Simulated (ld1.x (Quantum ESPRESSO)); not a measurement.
Co (Z = 27): one change to a TM semilocal potential, before and after

```json
{
  "Element": "Co",
  "Generator": "ld1.x (Quantum ESPRESSO) 7.5",
  "Type": "norm-conserving Troullier–Martins (semilocal form)",
  "Functional": "LDA (PZ)",
  "Relativity": "scalar-relativistic",
  "Frozen core": "[Ar]",
  "Valence charge": "9",
  "Reference configuration": "3d7 4s1 4p1",
  "Partial waves": "4s (bound): rc 1.85 bohr; 3d (bound): rc 1.40 bohr; 4f channel at 0.15 Ry: rc 3.55 bohr; 4p (bound): rc 3.30 bohr",
  "Local potential": "the p channel",
  "Core correction": "a·sin(br)/r model core inside 1.40 bohr"
}
```

All-electron outer shells of the reference configuration (LDA (PZ), scalar-relativistic, ld1.x):

| shell | level (eV) | outermost node (bohr) | outermost maximum (bohr) |
| --- | --- | --- | --- |
| 3s | -103.71 | 0.31 | 0.67 |
| 3p | -67.36 | 0.28 | 0.68 |
| 3d | -10.25 | – | 0.66 |
| 4s | -6.84 | 0.96 | 2.26 |
| 4p | -2.26 | 1.05 | 3.05 |

Change: form changed from semilocal to separable (Kleinman–Bylander), still TM; local potential all-electron potential smoothed inside 1.70 bohr (lloc = -1).

Cutoffs: the cutoffs (Ry, on a coarse ladder) from which the occupation-weighted sum of valence levels, in a spherical-Bessel basis at the reference potential, stays within 10 and 1 mRy of its value at 400 Ry; they do not see the model core or the augmentation charge, which bear on the density cutoff. Errors are all-electron minus pseudo energies relative to the spin-unpolarised reference configuration.

Q: What does the change do?

A: The potential gets neither clearly harder nor softer (140 Ry and 200 Ry → 140 Ry and 230 Ry); the number of tests that count goes from 8 to 9; of the 8 tests that both files solve, the error grows in 3 and shrinks in 1 by more than 15 % and 0.3 meV (median size 17.0 → 16.6 meV); neither file shows a bound ghost at the reference potential, the only one tested. In the semilocal form every listed channel keeps its own potential, so the choice of the local channel does not act on these tests. It acts once the file is put into the separable form. A semilocal file is local in each channel, so a ghost entry of none says nothing of the separable form that plane-wave codes build from it.

| quantity | base | changed |
| --- | --- | --- |
| cutoff, loose | 140 Ry | 140 Ry |
| cutoff, tight | 200 Ry | 230 Ry |
| bound ghosts | none | none |
| tests counted (converged, no solver errors) | 8 of 9 | 9 of 9 |
| error for 3d7 4s2 4p0, meV [ΔE -4.43 eV] | +1.1 | +2.0 |
| error for 3d7 4s1 4p0, meV [ΔE 4.87 eV] | -3.3 | -2.4 |
| error for 3d7 4s0 4p0, meV [ΔE 21.95 eV] | -31 | -31 |
| error for 3d7 4s0 4p1, meV [ΔE 10.32 eV] | +0.4 | +1.4 |
| error for 3d7 4s0 4p2, meV [ΔE 4.72 eV] | +1.4 | +1.7 |
| error for 3d6 4s0 4p0, meV [ΔE 58.14 eV] | -183 | -182 |
| error for 3d7 4s1 4p1 (spin-polarised), meV [ΔE -2.99 eV] | +1130 | +1132 |
| error for 3d7 4s2 4p0 (spin-polarised), meV [ΔE -6.41 eV] | +1178 | +1190 |
| s: phases at 3.85 bohr within 0.05 rad from the reference energy up to (Ry; the scan ends near 5) | 0.9 | 0.2 |
| p: phases at 3.85 bohr within 0.05 rad from the reference energy up to (Ry; the scan ends near 5) | 1.2 | 1.1 |
| d: phases at 3.85 bohr within 0.05 rad from the reference energy up to (Ry; the scan ends near 5) | 2.5 | 2.5 |
| f: phases at 3.85 bohr within 0.05 rad from the reference energy up to (Ry; the scan ends near 5) | 3.1 | 3.6 |

Base: Tests not counted: 3d8 4s1 4p0 (pseudo-atom not self-consistent, printed error -471 eV).
